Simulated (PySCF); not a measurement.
## State search for SrCd

Unrestricted PBE0; basis Sr def2-SVP with ECP28, Cd def2-SVP with ECP28; scalar-relativistic core potentials; PySCF 2.14. Outer shells of the fragments: Sr 5s2; Cd 4d10 5s2.

Followed along the bond (rough minima from three points):

| 2Ms+1 | unpaired | ⟨S²⟩ at the start | R at minimum (Å) | Te (eV) |
| --- | --- | --- | --- | --- |
| 1 | none | 0.00 | 4.04 | 0.00 |
| 3 | σ ↑, π ↑ | 2.00 | 3.20 | 1.09 |
| 1 | σ ↑, π ↓ | 1.01 | 3.18 | 1.21 |
| 3 | σ ↑↑ | 2.01 | 3.50 | 1.41 |
| 3 | σ ↑, δ ↑ | 2.00 | 3.75 | 1.75 |

Solutions found at the starting distance of 3.110 Å, counted from the lowest of them; the search is not exhaustive and high or unbound solutions are not listed, so other states can lie among these:

```json
{"2Ms+1": "1", "unpaired": "none", "term": "¹Σ⁺", "E (eV)": "0.00", "⟨S²⟩": "0.00", "⟨Lz²⟩": "0.00", "μ (D)": "0.68"}
{"2Ms+1": "3", "unpaired": "σ ↑, π ↑", "term": "³Π", "E (eV)": "0.75", "⟨S²⟩": "2.00", "⟨Lz²⟩": "1.00", "μ (D)": "-3.25"}
{"2Ms+1": "1", "unpaired": "σ ↑, π ↓", "term": "mixed", "E (eV)": "0.86", "⟨S²⟩": "1.01", "⟨Lz²⟩": "1.02", "μ (D)": "-2.71"}
{"2Ms+1": "3", "unpaired": "σ ↑↑", "term": "³Σ⁺", "E (eV)": "1.19", "⟨S²⟩": "2.01", "⟨Lz²⟩": "0.00", "μ (D)": "-4.60"}
{"2Ms+1": "3", "unpaired": "σ ↑, δ ↑", "term": "³Δ", "E (eV)": "1.61", "⟨S²⟩": "2.00", "⟨Lz²⟩": "4.00", "μ (D)": "0.53"}
{"2Ms+1": "1", "unpaired": "σ ↑, δ ↓", "term": "mixed", "E (eV)": "1.90", "⟨S²⟩": "1.00", "⟨Lz²⟩": "4.00", "μ (D)": "0.21"}
{"2Ms+1": "1", "unpaired": "π ↑↓", "term": "mixed", "E (eV)": "2.42", "⟨S²⟩": "1.01", "⟨Lz²⟩": "2.01", "μ (D)": "-9.24"}
{"2Ms+1": "1", "unpaired": "none", "term": "mixed", "E (eV)": "2.82", "⟨S²⟩": "0.00", "⟨Lz²⟩": "2.00", "μ (D)": "-8.62"}
```

A term symbol is given only where ⟨S²⟩ and ⟨Lz²⟩ are close to those of a pure state; real π, δ and φ orbitals otherwise mix terms. A positive dipole means Sr(−)Cd(+).

**Question.** Compare the gap between the two lowest followed solutions at the starting distance with the gap between their minima.

**Answer.** At PBE0 the second solution (triplet, unpaired electrons σ ↑, π ↑) lies +0.75 eV from the first (singlet, closed shell) at 3.110 Å and +1.09 eV at the minima; the two curves relax by different amounts, since their minima lie near 3.20 and 4.04 Å.

Counting both spins, an empty level lies below a filled one in some of these solutions, because spin and occupation are held.
